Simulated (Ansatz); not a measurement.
`F[SiH2][S][AlH2]` + H₂ → `[AlH2][S][SiH3]` + H–F at 500 K and 1 bar (hydrogenolysis of the Si–F bond).

Gas-phase electronic energies from Ansatz, PBE0-D4/def2-TZVP geometries. CCSD(T)/CBS adds triple-zeta CCSD(T) − MP2 to the extrapolated MP2 energy (def2 sets, frozen cores). This one scheme is used for every species. Each species was taken in one conformer, which may not be the lowest.

```
           species  CCSD(T)/CBS energy (Eh)  H − E (kJ/mol)  S (J/(mol·K))
`F[SiH2][S][AlH2]`              -1031.18703           139.3          408.3
                H₂                 -1.17544            41.0          145.5
 `[AlH2][S][SiH3]`               -931.92152           148.1          386.9
               H–F               -100.39570            39.4          188.7
```

H − E and S are ideal-gas, rigid-rotor, harmonic terms from PBE0-D4/def2-TZVP, for one conformer and one mirror image of each species. The MP2-based limit puts H₂ 0.8 mEh under its directly extrapolated value; such offsets cancel only in part. 1 Eh = 2625.50 kJ/mol, R = 8.31446 J/(mol·K).

Q: By hand: ΔE, ΔH, ΔS and ΔG.

A: ΔE = (-931.92152) + (-100.39570) − (-1031.18703) − (-1.17544) = 0.04525 Eh = 118.8 kJ/mol. Δ(H − E) = 148.1 + 39.4 − 139.3 − 41.0 = 7.2, so ΔH = 126.0 kJ/mol. ΔS = 386.9 + 188.7 − 408.3 − 145.5 = 21.8 J/(mol·K). ΔG = 126.0 − 500 × (21.8)/1000 = 115.1 kJ/mol.

Q: By hand: the equilibrium constant, and the temperature at which ΔG would vanish if ΔH and ΔS stayed fixed.

A: log₁₀ K = −ΔG/(RT ln 10) = -12.0. ΔG = 0 at ΔH/ΔS = 5780 K, far beyond where these terms or the molecules hold.

ΔH outweighs TΔS. A doubt of 5 kJ/mol in ΔE shifts log₁₀ K by 0.5 here. Other conformers and mirror images would add mixing entropy, several J/(mol·K) or more a flexible species. Modes under 60 cm⁻¹, often nearly free rotors, make the harmonic entropy too high. These are equilibria of isolated gas molecules and say nothing of rates. Largest T1 diagnostic: 0.012 (customary marks: 0.02 for closed shells, 0.045 for open ones).
